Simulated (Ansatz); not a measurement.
CH7ClOSi2 (`C[SiH2][SiH](O)Cl`). Total charge 0; spin multiplicity 1. All single points use the PBE0-D4/def2-TZVP geometry. It is one conformer, not always the lowest.

```xyz
12

C     1.434    0.407    1.186
Si    0.951    0.166   -0.608
Si   -1.354   -0.176   -0.769
O    -1.711   -1.523    0.101
Cl   -2.311    1.470    0.053
H     2.506    0.591    1.278
H     0.899    1.258    1.613
H     1.184   -0.481    1.770
H     1.656   -1.002   -1.207
H     1.280    1.368   -1.423
H    -1.907   -0.277   -2.146
H    -2.628   -1.799    0.152
```

(1) What is the dipole moment at ωB97M-V/def2-TZVPP? (Estimate.)

(2) And with PBE, r2SCAN, B3LYP? (Best estimate.)

(3) Give the Mulliken charges with ωB97M-V, PBE, r2SCAN in def2-TZVPP. (An estimate is asked.)

## Answers

(1) Computed: 0.98 D, with components (0.06, -0.97, 0.13) D in this frame, pointing from negative to positive charge.

(2) Ansatz gave: PBE 0.98 D, r2SCAN 1.01 D, B3LYP 0.97 D.

(3) The calculation gave: 
```tsv
atom	ωB97M-V	PBE	r2SCAN
C1	-0.45	-0.37	-0.30
Si2	0.15	0.17	0.23
Si3	0.44	0.45	0.55
O4	-0.37	-0.34	-0.41
Cl5	-0.24	-0.24	-0.27
H6	0.13	0.11	0.08
H7	0.13	0.12	0.09
H8	0.13	0.12	0.09
H9	-0.03	-0.06	-0.08
H10	-0.02	-0.05	-0.07
H11	-0.05	-0.08	-0.10
H12	0.18	0.19	0.20
```

B3LYP here is the variant with VWN-RPA as its local correlation; programs differ in this.
